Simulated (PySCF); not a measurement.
An unknown is described by computed data only.

Formula: C2H5FGeSi.

* Dipole: 2.09 D [CAM-B3LYP/def2-SVPD]
* Polarisability: 80.9 au [CAM-B3LYP/def2-SVPD]
* UV, first state: lowest singlet excitation: 5.39 eV (230 nm, f = 0.000) [TDDFT CAM-B3LYP/def2-SVPD]
* UV, strongest line: among the 10 lowest singlet transitions: S7 at 7.87 eV (158 nm, f = 1.344) [TDDFT CAM-B3LYP/def2-SVPD]
* NMR, other nuclei: isotropic shieldings of nuclei other than C and H, by class: 387 (1 F), 385 (1 Si), 1609 (1 Ge) ppm [GIAO PBE0/pcSseg-1]
* Valence photoelectron: vertical ionisation energy: 10.41 eV [ΔSCF CAM-B3LYP/def2-SVPD]
* 13C NMR: chemical shifts (computed TMS as zero) by class: 117.3 (1 C), 115.0 (1 C) ppm [GIAO PBE0/pcSseg-1]
* Rotational structure: rotational constants A, B, C: 13.162, 0.597, 0.579 GHz [PBE0-D3(BJ)/def2-SVP]
* Triplet: lowest triplet excitation (Tamm–Dancoff): 4.56 eV [TDA CAM-B3LYP/def2-SVPD]

Gas-phase values; electronic properties from PySCF, density fitting. Levels stand in brackets. Geometry: PBE0-D3(BJ)/def2-SVP; no solvent, vibrations or thermal averaging. The calculation is non-relativistic and has no spin–orbit coupling, an omission that weighs most on germanium. NMR values are class means; diastereotopic atoms form classes of their own.

Problem. Propose a structure and show how it fits.

Solution. Numbering: `[F:1][SiH2:2][C:3]#[C:4][GeH3:5]`. 2 carbons fall into 2 classes; from least to most shielded: alkyne carbon [C4] (117.3 ppm), alkyne carbon [C3] (115.0 ppm). The other shieldings belong to: 387 ppm, silicon-bound fluorine [F1]; 385 ppm, fluorine-bound silicon [Si2]; 1609 ppm, germanium bonded to C and 3 H [Ge5]. The first electron is taken from the HOMO, whose largest Löwdin shares are 0.36 on each of 2 atoms of one kind (alkyne carbon), 0.07 on the fluorine-bound silicon and 0.07 on the germanium bonded to C and 3 H. By its constants the optimised geometry is an asymmetric top. Structure: `F[SiH2]C#[C][GeH3]`. Computed isomers that give other values at the same levels: `[F][GeH2][C]#C[SiH3]` (rotational constant A: 9.878 GHz; this holds for the one conformer computed). The assignments are read from this structure; whether some other isomer fits the data as well wasn't checked. NMR values of atoms bound to Ge lack the spin–orbit term that these neighbours bring.
